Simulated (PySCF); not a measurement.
**Nitrogen: a sound run and one with changed settings**

Sound run: N⁺ [He] 2s2 2p2, N²⁺ [He] 2s2 2p1. Computed with PySCF 2.14 in aug-cc-pVDZ (4s3p2d, 23 functions), with the non-relativistic Hamiltonian (point nucleus). In the sound run the correlated levels freeze 1s2. The sound run starts from symmetry-adapted Hartree-Fock orbitals and uses a fine grid where one is needed.

A second run was set up differently.

| species | method | sound run (hartree) | changed run (hartree) | converged |
| --- | --- | --- | --- | --- |
| N⁺ | UHF | -53.88126 | -53.88126 | yes |
| N⁺ | M06-L | -54.04573 | -54.04573 | yes |
| N⁺ | PBE0 | -53.99312 | -53.99312 | yes |
| N⁺ | MP2 | -53.93610 | -53.90674 | yes |
| N⁺ | CCSD(T) | -53.95937 | -53.95937 | yes |
| N²⁺ | UHF | -52.80727 | -52.80727 | yes |
| N²⁺ | M06-L | -52.94822 | -52.94822 | yes |
| N²⁺ | PBE0 | -52.89214 | -52.89214 | yes |
| N²⁺ | MP2 | -52.85338 | -52.82713 | yes |
| N²⁺ | CCSD(T) | -52.88250 | -52.88250 | yes |

Ionisation energy of N⁺:

| method | sound run (eV) | changed run (eV) |
| --- | --- | --- |
| UHF | 29.225 | 29.225 |
| M06-L | 29.865 | 29.865 |
| PBE0 | 29.959 | 29.959 |
| MP2 | 29.462 | 29.377 |
| SCS-MP2 | 29.358 | 29.331 |
| CCSD | 29.295 | 29.295 |
| CCSD(T) | 29.303 | 29.303 |

Problem. What was changed?
A. level shift left on
B. minimal basis
C. too few SCF iterations
D. a valence shell is frozen

Solution. A. It used initial guess 1e, at most 50 SCF cycles, level shift 2.0 hartree. A level shift leaves the converged SCF energy unchanged but raises the virtual orbital energies, which shrinks MP2 if it is not removed.
